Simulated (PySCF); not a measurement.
An excited-state table with gaps

Species: C7H9Cl.
SMILES: `[C@@H]12[C@]3(Cl)[C@H](C)[C@H]2C[C@H]13`

Method used: TDDFT wB97X-D/def2-SVPD, vertical, gas phase, core orbitals frozen in the response in PySCF. Geometry: GFN2-xTB; no solvent, vibrations or thermal averaging.

Lowest singlets, with some entries withheld (?).

```
state  E (eV)       f   main configurations (H = HOMO, L = LUMO)
   S1    7.02  0.0015                     H→L (38%), H→L+1 (31%)
   S2    7.49  0.0016                 H-1→L (42%), H-1→L+1 (25%)
   S3    7.75   0.025        H→L+1 (46%), H→L (21%), H→L+3 (19%)
   S4    7.90   0.020        H→L+3 (30%), H→L (19%), H→L+2 (13%)
   S5       ?   0.024                                H→L+2 (66%)
   S6       ?  0.0092  H-1→L+1 (26%), H-1→L (24%), H-1→L+2 (13%)
   S7       ?   0.024  H-1→L+2 (26%), H-1→L+3 (22%), H→L+4 (14%)
   S8       ?   0.013    H→L+4 (34%), H→L+3 (22%), H-1→L+3 (13%)
```

(1) What stands in place of each question mark?

(2) How far apart are S3 and S7, in eV and cm⁻¹?

(3) What is the mean static polarisability from the same response equations?

(4) Where do the lowest triplets lie (Tamm–Dancoff)?

Answers

(1) 
- S5: E = 7.99 eV
- S6: E = 8.07 eV
- S7: E = 8.22 eV
- S8: E = 8.27 eV

(2) 8.222 − 7.747 = 0.475 eV, or about 3840 cm⁻¹.

(3) 85.6 au (12.68 Å³), with principal values 74.4, 86.4 and 95.8 au.

(4) T1 6.47 eV, H→L+1 (29%), H→L (26%), H→L+4 (8%); T2 7.06 eV, H-1→L (27%), H-1→L+1 (25%); T3 7.43 eV, H→L+2 (21%), H→L (9%), H→L+9 (9%). E(S1) − E(T1) = +0.55 eV.
